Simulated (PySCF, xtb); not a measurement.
AuF5, SMILES [F][Au]([F])([F])([F])[F], multiplicity 1.

xtb with GFN2-xTB at its own geometry gives an orbital gap of 0.66 eV and a dipole moment of 1.00 D.

Geometry: PBE0-D3(BJ)/def2-SVP. The multiplicity is an assumed one; other spin states were not compared. The def2 effective core potentials stand for the cores of Au; spin–orbit coupling is left out.

Problem. What does PBE/def2-TZVP (PySCF) give? (The exact figures need the calculation; the answer reports its results.)

Solution. gap 0.24 eV (levels -9.24 and -9.00 eV), dipole 0.78 D.
